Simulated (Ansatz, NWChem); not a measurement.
## How basis sets differ on AlHOF2 (SMILES [OH][Al]([F])[F])

AlHOF2 has 5 atoms, charge 0, and is taken as a singlet. As SMILES, `[OH][Al]([F])[F]`. Geometry: relaxed at PBE0-D4/def2-TZVP.

Quantity: the dipole moment, in D. The values are calculated.

| level | kind | program | value (D) | CPU time |
| --- | --- | --- | --- | --- |
| PBE0/pcseg-0 | global hybrid | NWChem | 2.41 | 3.8 s |
| PBE0/def2-SVP | global hybrid | Ansatz | 2.10 | 4.4 s |
| PBE0/pcseg-1 | global hybrid | NWChem | 2.14 | 10 s |
| PBE0/pcseg-2 | global hybrid | NWChem | 2.02 | 38 s |

The values span 2.02 to 2.41 D. Without the sets that lack polarisation functions the rows with a basis span only 2.02 to 2.14 D. Times are those of the runs behind each value, whatever else they computed, on shared processors of several kinds: orders of magnitude only.
